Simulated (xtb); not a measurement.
xtb input (GFN2-xTB):

```bash
xtb mol.xyz --gfn 2 --ohess tight --chrg -1 --uhf 0
```
mol.xyz:
```
12

Si     0.64091095     0.95207808    -0.16013300
C      1.69955479    -0.60062963    -0.07314650
Cl     1.53396961     2.52175399     0.82658547
N     -0.84977280     0.68658250     0.63277030
Si    -2.15700692    -0.42328072     0.20844708
H      0.50182718     1.45899780    -1.56731220
H      1.26296957    -1.42032570    -0.55161372
H      2.64173906    -0.42828973    -0.60279227
H      2.00292550    -0.83100692     0.94189331
H     -3.00811879    -0.41086928     1.39113373
H     -1.50401770    -1.70976456    -0.05694557
H     -2.91102086     0.09234661    -0.92854103
```

Output:

```
           -------------------------------------------------
          |                Calculation Setup                |
           -------------------------------------------------

           -------------------------------------------------
          |                 G F N 2 - x T B                 |
           -------------------------------------------------

        Reference                      10.1021/acs.jctc.8b01176
      * Hamiltonian:
        H0-scaling (s, p, d)           1.850000    2.230000    2.230000
        zeta-weighting                 0.500000
      * Dispersion:
        s8                             2.700000
        a1                             0.520000
        a2                             5.000000
        s9                             5.000000
      * Repulsion:
        kExp                           1.500000    1.000000
        rExp                           1.000000
      * Coulomb:
        alpha                          2.000000
        third order                    shell-resolved
        anisotropic                    true
        a3                             3.000000
        a5                             4.000000
        cn-shift                       1.200000
        cn-exp                         4.000000
        max-rad                        5.000000

          ...................................................
          :                      SETUP                      :
          :.................................................:
          :  # basis functions                  45          :
          :  # atomic orbitals                  42          :
          :  # shells                           20          :
          :  # electrons                        32          :
          :  max. iterations                   250          :
          :  Hamiltonian                  GFN2-xTB          :
          :  restarted?                      false          :
          :  GBSA solvation                  false          :
          :  PC potential                    false          :
          :  electronic temp.          300.0000000     K    :
          :  accuracy                    1.0000000          :
          :  -> integral cutoff          0.2500000E+02      :
          :  -> integral neglect         0.1000000E-07      :
          :  -> SCF convergence          0.1000000E-05 Eh   :
          :  -> wf. convergence          0.1000000E-03 e    :
          :  Broyden damping             0.4000000          :
          :  net charge                         -1          :
          :  unpaired electrons                  0          :
          ...................................................

 iter      E             dE          RMSdq      gap      omega  full diag
   1    -16.9073527 -0.169074E+02  0.745E+00    4.72       0.0  T
   2    -17.0293710 -0.122018E+00  0.571E+00    3.16       1.0  T
   3    -17.0511617 -0.217908E-01  0.317E+00    4.12       1.0  T
   4    -17.0552171 -0.405540E-02  0.172E+00    3.84       1.0  T
   5    -17.0618223 -0.660512E-02  0.845E-01    3.86       1.0  T
   6    -17.0620799 -0.257680E-03  0.567E-01    4.00       1.0  T
[...]
   Z      Z             #   av. dist./Å        max./Å        min./Å
   1 H    6 C           3     1.0875098     1.0880813     1.0868574
   1 H   14 Si          4     1.4887929     1.4943536     1.4813365
   6 C   14 Si          1     1.9110626     1.9110626     1.9110626
   7 N   14 Si          2     1.6638721     1.6748134     1.6529308
  14 Si  17 Cl          1     2.1007629     2.1007629     2.1007629

           -------------------------------------------------
          |               Frequency Printout                |
           -------------------------------------------------
 projected vibrational frequencies (cm⁻¹)
eigval :       -0.00    -0.00    -0.00     0.00     0.00     0.00
eigval :       23.66    69.83    81.88    94.26   151.05   196.36
eigval :      237.25   383.91   563.79   590.75   672.07   679.22
eigval :      691.89   767.87   815.65   820.74   833.07   858.10
eigval :      902.47  1311.41  1373.85  1515.68  1525.13  1906.24
eigval :     1959.39  2012.75  2058.22  3003.90  3013.89  3027.84
 reduced masses (amu)
   1: 24.82   2: 30.20   3: 26.74   4: 26.62   5: 21.74   6: 14.15   7:  7.13   8: 11.41
   9:  9.46  10: 10.38  11: 20.93  12: 21.86  13: 17.90  14: 28.61  15:  4.28  16:  5.78
  17: 13.95  18:  2.40  19:  2.75  20: 13.21  21:  4.18  22:  2.46  23:  3.99  24:  3.29
  25: 10.10  26: 16.86  27:  3.29  28:  1.63  29:  1.62  30:  1.97  31:  1.77  32:  1.82
  33:  1.59  34:  1.86  35:  1.83  36:  1.48
 IR intensities (km·mol⁻¹)
   1:  1.89   2:  9.54   3:  4.65   4:  5.40   5:  3.16   6:  2.00   7:  0.39   8:  0.44
   9:  0.54  10:  0.31  11:  2.29  12:  7.73  13: 26.83  14:104.37  15:103.73  16:108.97
  17: 33.25  18:132.13  19:177.59  20: 86.52  21:412.24  22:246.97  23:252.61  24:148.57
  25:378.64  26:833.30  27: 12.32  28:  1.88  29:  2.04  30:670.50  31:490.98  32:609.01
  33:430.14  34: 91.20  35: 91.87  36: 27.67
 Raman intensities (Ä⁴*amu⁻¹)
   1:  0.00   2:  0.00   3:  0.00   4:  0.00   5:  0.00   6:  0.00   7:  0.00   8:  0.00
   9:  0.00  10:  0.00  11:  0.00  12:  0.00  13:  0.00  14:  0.00  15:  0.00  16:  0.00
Molecule has no symmetry elements
It seems to be the C1 point group
  17:  0.00  18:  0.00  19:  0.00  20:  0.00  21:  0.00  22:  0.00  23:  0.00  24:  0.00
  25:  0.00  26:  0.00  27:  0.00  28:  0.00  29:  0.00  30:  0.00  31:  0.00  32:  0.00
  33:  0.00  34:  0.00  35:  0.00  36:  0.00
 output can be read by thermo (or use thermo option).
 writing <g98.out> molden fake output.
 recommended (thermochemical) frequency scaling factor: 1.0
           -------------------------------------------------
          |             Thermodynamic Functions             |
           -------------------------------------------------

c1  symmetry found (for desy threshold:  0.10E+00) used in thermo

          ...................................................
          :                      SETUP                      :
          :.................................................:
          :  # frequencies                          30      :
          :  # imaginary freq.                       0      :
          :  linear?                             false      :
          :  only rotor calc.                    false      :
          :  symmetry                               c1      :
          :  rotational number                       1      :
          :  scaling factor                  1.0000000      :
          :  rotor cutoff                   50.0000000 cm⁻¹ :
          :  imag. cutoff                  -20.0000000 cm⁻¹ :
          :.................................................:

    mode    ω/cm⁻¹     T·S(HO)/kcal·mol⁻¹    T·S(FR)/kcal·mol⁻¹   T·S(vib)
   ------------------------------------------------------------------------
       1     23.66    -1.87843 (  4.78%)    -1.27757 ( 95.22%)    -1.30627
       2     69.83    -1.23972 ( 79.19%)    -0.95737 ( 20.81%)    -1.18096
       3     81.88    -1.14645 ( 87.79%)    -0.91024 ( 12.21%)    -1.11762
       4     94.26    -1.06432 ( 92.66%)    -0.86858 (  7.34%)    -1.04996
       5    151.05    -0.79278 ( 98.81%)    -0.72894 (  1.19%)    -0.79202
       6    196.36    -0.64608 ( 99.58%)    -0.65124 (  0.42%)    -0.64610
       7    237.25    -0.54366 ( 99.80%)    -0.59522 (  0.20%)    -0.54376
   ------------------------------------------------------------------------

   temp. (K)  partition function   enthalpy   heat capacity  entropy
                                   cal/mol     cal/K/mol   cal/K/mol   J/K/mol
 298.15  VIB  0.213E+04             4015.003     22.363     26.435
         ROT  0.384E+06              888.752      2.981     28.533
         INT  0.818E+09             4903.755     25.344     54.968
         TR   0.135E+28             1481.254      4.968     40.358
         TOT                        6385.0093    30.3122    95.3260   398.8439

       T/K    H(0)-H(T)+PV         H(T)/Eh          T*S/Eh         G(T)/Eh
   ------------------------------------------------------------------------
    298.15    0.101752E-01    0.834003E-01    0.452925E-01    0.381078E-01
   ------------------------------------------------------------------------

         :::::::::::::::::::::::::::::::::::::::::::::::::::::
         ::                  THERMODYNAMIC                  ::
         :::::::::::::::::::::::::::::::::::::::::::::::::::::
         :: total free energy         -16.904341238680 Eh   ::
         ::.................................................::
         :: total energy              -16.942449065955 Eh   ::
         :: zero point energy           0.073225120339 Eh   ::
         :: G(RRHO) w/o ZPVE           -0.035117293064 Eh   ::
         :: G(RRHO) contrib.            0.038107827275 Eh   ::
         :::::::::::::::::::::::::::::::::::::::::::::::::::::

optimized geometry written to: xtbopt.xyz

           -------------------------------------------------
          | TOTAL ENERGY              -16.942449065955 Eh   |
          | TOTAL ENTHALPY            -16.859048785641 Eh   |
          | TOTAL FREE ENERGY         -16.904341238680 Eh   |
          | GRADIENT NORM               0.000349583068 Eh/α |
          | HOMO-LUMO GAP               5.036262515653 eV   |
           -------------------------------------------------
Note: The following floating-point exceptions are signalling: IEEE_UNDERFLOW_FLAG IEEE_DENORMAL
normal termination of xtb

------------------------------------------------------------------------
------------------------------------------------------------------------
 total:
 SCF:
 ANC optimizer:
 analytical hessian:
```

It need not be the lowest isomer of its formula. Whether it binds its extra electron was not tested at this geometry.
